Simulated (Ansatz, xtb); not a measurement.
## A geometry optimisation of H7SbSi2 with r2SCAN-D4/def2-SVP

The starting geometry of this gas-phase singlet has its atoms placed at random.

```xyz
10

Sb    0.3031    0.0728   -0.9560
Si    1.4563    0.4609    1.2216
Si   -0.4881   -1.7033    1.4225
H    -0.7940   -1.5603   -1.7862
H    -1.1442    1.5465   -0.2193
H     1.9756   -0.9841    1.2545
H    -0.7130   -2.2041   -0.1054
H    -0.0881    1.1919    1.3478
H    -1.8561   -0.0083   -0.5820
H     1.8850   -0.6694    0.0909
```

Problem. One run relaxed it with r2SCAN-D4/def2-SVP. What is a likely outcome?

Solution. It loosens into H5SbSi2 + H2, which stay close as a complex. Distances that change by over a tenth: Sb1–H5 (2.19 → 3.70 Å), Sb1–H9 (2.19 → 3.47 Å). Contacts that open: Sb1–H10 (2.04 → 3.19 Å), Si2–H8 (1.71 → 3.12 Å). Contacts that close: Sb1–Si3 (3.07 → 2.52 Å), Sb1–H4 (2.14 → 1.72 Å), Si3–H6 (2.57 → 1.68 Å), Si3–H9 (2.96 → 1.49 Å), H5–H8 (1.92 → 0.76 Å).

The energy falls by 9.80 eV over 45 steps:

```csv
step,E − E(last) (eV)
1,9.800
6,3.578
11,1.790
16,1.748
21,1.536
25,1.405
30,1.385
35,0.166
40,0.003
45,0.000
```

Final geometry (Å):

```yaml
atoms:
  - { symbol: Sb, position_ang: [-0.0341, 0.0298, -1.7481] }
  - { symbol: Si, position_ang: [1.7073, 0.0135, 0.3474] }
  - { symbol: Si, position_ang: [-0.6002, -1.2550, 0.3422] }
  - { symbol: H, position_ang: [0.6330, -1.4274, -2.3736] }
  - { symbol: H, position_ang: [-1.2113, 2.1791, 1.0185] }
  - { symbol: H, position_ang: [0.5487, -0.6243, 1.3919] }
  - { symbol: H, position_ang: [-0.4657, -2.7345, 0.3990] }
  - { symbol: H, position_ang: [-0.4545, 2.1420, 1.0828] }
  - { symbol: H, position_ang: [-1.7397, -0.7606, 1.1652] }
  - { symbol: H, position_ang: [2.1528, -1.4201, 0.0633] }
```

From the same start GFN2-xTB ends elsewhere, in pieces: H5SbSi2 + H2.

From so rough a start the end depends on the optimiser's path, so another program may land elsewhere. No frequencies were run, so the end isn't proven a minimum. Atoms past krypton carry core potentials, without spin–orbit terms. Run with Ansatz 0.2.0, 99 s on 1 thread of Intel(R) Xeon(R) 6975P-C (Granite Rapids) (shared host).
